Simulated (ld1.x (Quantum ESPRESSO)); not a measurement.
# F, TM: configuration errors across variants

```
Element                 : fluorine
Generator               : ld1.x (Quantum ESPRESSO) 7.5
Type                    : norm-conserving Troullier–Martins (Kleinman–Bylander form)
Functional              : PBEsol
Relativity              : scalar-relativistic
Frozen core             : [He]
Valence charge          : 7
Reference configuration : 2s2 2p5
Partial waves           : 2s (bound): rc 0.85 bohr; 3d channel at 0.15 Ry: rc 1.80 bohr; 2p (bound): rc 1.80 bohr
Local potential         : the p channel
Core correction         : none
```

All-electron excitation energies from the reference (eV): (1) 2s2 2p4 19.317; (2) 2s2 2p3 57.595; (3) 2s2 2p2 118.084; (4) 2s2 2p4.5 7.510; (5) 2s1 2p6 18.696; (6) 2s1 2p5 38.305; (7) 2s2 2p5.3 -2.653.

Errors AE − PS in meV (a dash: test not solved or not reliable):

| change | (1) | (2) | (3) | (4) | (5) | (6) | (7) | bound ghosts |
| --- | --- | --- | --- | --- | --- | --- | --- | --- |
| base | -2.9 | +284 | +1610 | -6.6 | +5.1 | -231 | -3.3 | none |
| all radii scaled by about 0.73 (s 0.62, p 1.32, d 1.32 bohr) | -11 | +29 | +371 | -3.9 | +17 | -57 | -0.9 | none |
| all radii scaled by about 0.93 (s 0.80, p 1.68, d 1.68 bohr) | -8.3 | +205 | +1277 | -6.6 | +10 | -189 | -2.8 | none |
| all radii scaled by about 1.13 (s 0.96, p 2.04, d 2.04 bohr) | +27 | +590 | +2753 | -4.2 | -22 | -363 | -4.5 | none |
| all radii scaled by about 1.18 (s 1.00, p 2.12, d 2.12 bohr) | +47 | +764 | +3350 | -1.7 | -43 | -427 | -4.7 | none |
| all radii scaled by about 1.31 (s 1.12, p 2.36, d 2.36 bohr) | +110 | +1219 | +4808 | +7.6 | -103 | -569 | -4.6 | none |
| all radii scaled by about 1.40 (s 1.18, p 2.52, d 2.52 bohr) | +179 | +1665 | +6138 | +19 | -169 | -682 | -3.6 | none |

**Question.** Give the same row for: all radii scaled by about 0.84 (s 0.72, p 1.52, d 1.52 bohr).

**Answer.** -13, +100, +785, -5.8, +15, -122, -1.9; bound ghosts: none.
